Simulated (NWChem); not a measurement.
System: C3H6OSi; SMILES C1=C[C@@H]([SiH3])O1

```xyz
11

Si    -0.0071    -1.6181     0.1560
C      0.0731     0.1029    -0.6447
C      1.0411     1.0884    -0.0483
C     -0.0417     1.7383     0.4113
O     -1.0138     0.9243    -0.1064
H      1.2023    -2.4004    -0.2455
H     -0.0350    -1.4493     1.6367
H     -1.2264    -2.3463    -0.3056
H      0.0145     0.0740    -1.7463
H      2.1209     1.1934     0.0000
H     -0.3010     2.6094     1.0174
```
Atoms are numbered in this order, from 1.

All runs: NWChem. Pople sets run with spherical d functions. All runs use the structure optimised with PBE0/def2-SVP. Level MN15/6-31G*: energy and gradient on several grids; changes count from the extra-fine grid, which is no exact limit either.

Which is the coarsest grid (xcoarse; medium; xfine; coarse; fine) from which on the energy stays within 100 μHa and each gradient component within 200 μHa/bohr of xfine?

medium.
| grid | size of the energy change (μHa) | largest change of a gradient component (μHa/bohr) | time, medium = 1 (rough) |
|---|---|---|---|
| xcoarse | 40000 | 4000 | about 1 |
| coarse | 400 | 300 | about 1 |
| medium | < 10 | 70 | about 1 |
| fine | < 10 | < 30 | about 1 |
| xfine | < 10 | < 30 | 2 |
